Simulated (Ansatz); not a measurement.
Ansatz (a quantum-chemistry and plane-wave program) input file for C₂H₄FNOSi, SMILES C(=O)=N[SiH2]CF, PBE/def2-TZVPD. Coordinates come from a B3LYP-D3(BJ)/def2-SVP optimisation. The structure was generated by enumeration, and PubChem lists no compound with its InChIKey, so it may never have been made. The values are those of a single conformer.

Ansatz 0.2 input:
```yaml
crystal:
  periodic: [false, false, false]
  atoms:
    - {symbol: O, position_ang: [2.88071759, -1.20333217, -0.44241086]}
    - {symbol: C, position_ang: [1.94810120, -0.55992299, -0.14605828]}
    - {symbol: N, position_ang: [0.99781056, 0.09925571, 0.17080836]}
    - {symbol: Si, position_ang: [-0.41574585, 1.03174756, 0.48167082]}
    - {symbol: C, position_ang: [-1.94509402, -0.08168990, 0.34697334]}
    - {symbol: F, position_ang: [-2.07335979, -0.54548848, -0.95643190]}
    - {symbol: H, position_ang: [-0.34092195, 1.58452680, 1.86215064]}
    - {symbol: H, position_ang: [-0.50182880, 2.12761060, -0.51761068]}
    - {symbol: H, position_ang: [-1.86771102, -0.94511199, 1.03295739]}
    - {symbol: H, position_ang: [-2.85731580, 0.47944980, 0.62513629]}
basis:
  gaussian:
    orbitals: def2-TZVPD
hamiltonian:
  xc: {name: PBE}
```

Program output:

```
WARN ansatz: RAYON_NUM_THREADS=2 ignored (pool sized by the plan → 2); use --threads N
Functional definition: PBE
integrals: 0.22 GiB planned
1387 factors; their error is unknown
mean field: 1.52 GiB planned
mean field evaluation 1: about -16251.0020 eV, gradient 7.7e1 eV
mean field evaluation 2: about -16231.6232 eV, gradient 1.2e2 eV
mean field evaluation 4: about -16261.6060 eV, gradient 1.7e1 eV
mean field evaluation 8: about -16262.1566 eV, gradient 3.0e-1 eV
mean field evaluation 16: about -16262.1350 eV, gradient 9.3e-4 eV
mean field -16262.13502730 eV, -597.6224393824 hartree, gradient 2.6e-5 eV, S^2 0.000000; 0 other end points of the search recorded, 0 dependent functions left out
reference -16262.13509559 eV, -597.6224418917 hartree; 27, 27 occupied and 243, 243 virtual orbitals, 1387 factors
Total energy: -16262.13509559 eV, -597.6224418917 hartree
```

Self-consistency was reached.

Cost: very roughly 12 core-seconds.
